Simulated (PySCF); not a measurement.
Isomers of C3H7NSSi2, mass 144.984 u with the commonest isotopes. Theory: CAM-B3LYP/def2-SVPD in PySCF (dipole) on a GFN2-xTB geometry, gas phase. One conformer each, none proved a minimum here; rigid rotors.

Question: Order these by dipole moment, smallest first.
A. `[N:1]#[C:2][C@H:3]1[CH2:4][SiH2:5][S:6][SiH2:7]1` with C2–C3–C4–Si5 170°, C3–C4–Si5–S6 -33°, C4–Si5–S6–Si7 7°, Si5–S6–Si7–C3 14°
B. `[CH2:1]=[CH:2][Si@H:3]([C:4]#[N:5])[S:6][SiH3:7]` with C1–C2–Si3–C4 -17°, C2–Si3–S6–Si7 162°
C. `[N:1]#[C:2][C@@:3]1([SiH3:4])[CH2:5][Si@@H:6]1[SH:7]` with C5–Si6–S7–H 69°

Answer: B (2.52 D), A (3.04 D), C (4.50 D).

Question: Order these by radius of gyration √(Σ m r²/M), largest first.
A. `[N:1]#[C:2][C@H:3]1[CH2:4][SiH2:5][S:6][SiH2:7]1` with C2–C3–C4–Si5 170°, C3–C4–Si5–S6 -33°, C4–Si5–S6–Si7 7°, Si5–S6–Si7–C3 14°
B. `[N:1]#[C:2][C@@:3]1([SiH3:4])[CH2:5][Si@@H:6]1[SH:7]` with C5–Si6–S7–H 69°
C. `[CH2:1]=[CH:2][Si@H:3]([C:4]#[N:5])[S:6][SiH3:7]` with C1–C2–Si3–C4 -17°, C2–Si3–S6–Si7 162°

Answer: C (2.247 Å), B (2.169 Å), A (2.103 Å).

Question: Order these by rotational constant A, largest first.
A. `[N:1]#[C:2][C@H:3]1[CH2:4][SiH2:5][S:6][SiH2:7]1` with C2–C3–C4–Si5 170°, C3–C4–Si5–S6 -33°, C4–Si5–S6–Si7 7°, Si5–S6–Si7–C3 14°
B. `[CH2:1]=[CH:2][Si@H:3]([C:4]#[N:5])[S:6][SiH3:7]` with C1–C2–Si3–C4 -17°, C2–Si3–S6–Si7 162°
C. `[N:1]#[C:2][C@@:3]1([SiH3:4])[CH2:5][Si@@H:6]1[SH:7]` with C5–Si6–S7–H 69°

Answer: A (2665 MHz), B (2239 MHz), C (2157 MHz).

| SMILES | point group | Ia (u·Å²) | Ib (u·Å²) | Ic (u·Å²) | κ | μa (D) | μb (D) | μc (D) |
| --- | --- | --- | --- | --- | --- | --- | --- | --- |
| C=C[Si@H](C#N)S[SiH3] | C1 | 225.70 | 531.69 | 706.87 | -0.69 | 0.19 | 2.30 | 1.00 |
| N#C[C@@]1([SiH3])C[Si@@H]1S | C1 | 234.26 | 498.88 | 631.08 | -0.69 | 3.85 | 0.99 | 2.11 |
| N#C[C@H]1C[SiH2]S[SiH2]1 | C1 | 189.63 | 465.33 | 627.20 | -0.70 | 2.63 | 1.27 | 0.85 |
